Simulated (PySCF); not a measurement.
A GIAO shielding run with PySCF 2.14 (density fitting, non-relativistic, gas phase) on `O([SiH2]S)[SiH2]S[SiH2]S`, H$_{8}$OS$_{3}$Si$_{3}$:

```
$ OMP_NUM_THREADS=1 python probes_run.py task.json out

{"job": {"kind": "nmr", "xc": "PBE0", "basis": "pcSseg-1"}, "charge": 0, "multiplicity": 1}
S      3.716982    -1.518498    -0.593583
Si     2.908515     0.357576     0.051163
O      1.428863     0.410983    -0.588910
Si    -0.082125    -0.122248    -0.752744
S     -1.128018     0.668998     0.946223
Si    -3.097748    -0.136585     0.686391
S     -3.920360     0.401621    -1.220504
H      4.906362    -1.374996    -0.028819
H      2.838624     0.369420     1.502616
H      3.609176     1.460098    -0.581850
H     -0.545436     0.505629    -1.975672
H     -0.131250    -1.573354    -0.697378
H     -3.863628     0.468736     1.758078
H     -3.086049    -1.585665     0.654790
H     -3.558323     1.676276    -1.193023
```

Hardware: 1 thread of an Arm Neoverse V1, shared host. The job also computes population analyses, field gradients.

Task: How large is the calculation?

Result: 106 electrons, 201 basis functions and 1191 auxiliary functions.

Task: How long does it take, and how much memory does it need?

Result: 51 s of wall time, with 12 SCF cycles and 4 response iterations; peak memory 0.9 GiB. Times on a shared host scatter by some tens of per cent.
